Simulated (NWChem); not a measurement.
Species: CH3F2HfN; SMILES [F][Hf]([F])=[N]C

Not confirmed as a minimum by frequencies. def2 effective core potentials on Hf; no spin-orbit coupling.

Task: Give the equilibrium geometry at PBE0/def2-SVP with def2 effective core potentials on Hf (NWChem) as a list of bonds and angles, with the point group.

Result: point group C1; any orientation.
Bonded distances (Å): Hf1–N2 1.821, Hf1–F7 1.936, Hf1–F8 1.936, N2–C3 1.419, C3–H4 1.107, C3–H5 1.107, C3–H6 1.107. Angles (°): N2–Hf1–F7 110.0, N2–Hf1–F8 110.0, F7–Hf1–F8 114.0, Hf1–N2–C3 169.8, N2–C3–H4 112.5, N2–C3–H5 112.5, N2–C3–H6 111.1, H4–C3–H5 107.3, H4–C3–H6 106.5, H5–C3–H6 106.5.
